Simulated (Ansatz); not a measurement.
Reaction (formal hydrolysis of a Zn–N bond): `[NH2][Zn][O][SiH3]` + H₂O → `[OH][Zn][O][SiH3]` + NH₃

Gas-phase electronic energies from Ansatz, PBE0-D4/def2-TZVP geometries. CCSD(T)/CBS adds triple-zeta CCSD(T) − MP2 to the extrapolated MP2 energy (def2 sets, frozen cores). This one scheme is used for every species. Functionals use def2-TZVPP. B3LYP here is the variant with VWN-RPA as its local correlation; programs differ in this. For Zn outer-core shells are correlated without core-valence functions, which leaves a few kJ/mol of doubt a bond. Scalar relativity is left out up to krypton. One conformer a species, not always the lowest.

`[NH2][Zn][O][SiH3]`:

Cartesian coordinates in Å:
```
N -0.718 -1.281 -2.487
Zn -0.452 -0.644 -0.817
O -0.336 -0.155 0.873
Si 0.435 0.861 1.873
H -1.058 -0.607 -3.161
H 0.071 -1.757 -2.902
H 1.916 0.796 1.697
H 0.024 2.277 1.642
H 0.118 0.509 3.283
```

H₂O:

Cartesian coordinates in Å:
```
O 0.279 0.259 0.082
H -0.231 -0.265 0.703
H -0.048 0.006 -0.785
```

`[OH][Zn][O][SiH3]`:

```xyz
8

O     0.022   -1.114    3.060
Zn   -0.258   -0.587    1.402
O    -0.699   -0.011   -0.196
Si   -0.098    0.688   -1.532
H     0.756   -1.720    3.175
H    -1.208    0.961   -2.483
H     0.586    1.977   -1.219
H     0.897   -0.194   -2.208
```

NH₃:

Cartesian coordinates in Å:
```
N -0.055 -0.103 0.257
H -0.903 0.072 -0.268
H 0.451 0.773 0.303
H 0.507 -0.742 -0.291
```

```
             level  ΔE (kJ/mol)
       LDA (SPW92)        -12.6
            B97M-V        -24.4
           ωB97M-V        -18.5
            B2PLYP        -21.3
             B3LYP        -21.5
         CAM-B3LYP        -21.4
    MP2/def2-TZVPP        -17.4
SCS-MP2/def2-QZVPP        -20.9
```

Task: What does CCSD(T)/CBS give? (An estimate is asked.)

Result: Computed: -18.6 kJ/mol. The listed levels differ from it by 6.0, -5.8, 0.1, -2.7, -2.9, -2.8, 1.2, -2.3 kJ/mol.

Largest T1 diagnostic among the species: 0.016.

In def2-TZVPP, CCSD(T) changes the Hartree–Fock value by +8.2 kJ/mol (the triples alone add +1.0 kJ/mol) and MP2 by +9.8 kJ/mol. At CCSD(T), def2-SVP lies −5.5 kJ/mol from the extrapolated value and def2-TZVPP −0.3 kJ/mol. Leaving LDA and LC-ωPBE aside and taking each functional with its dispersion term where it has one, the values spread over 7.8 kJ/mol, from B97M-V to PBE0-D4. LDA lies +5.7 kJ/mol from PBE without D4.
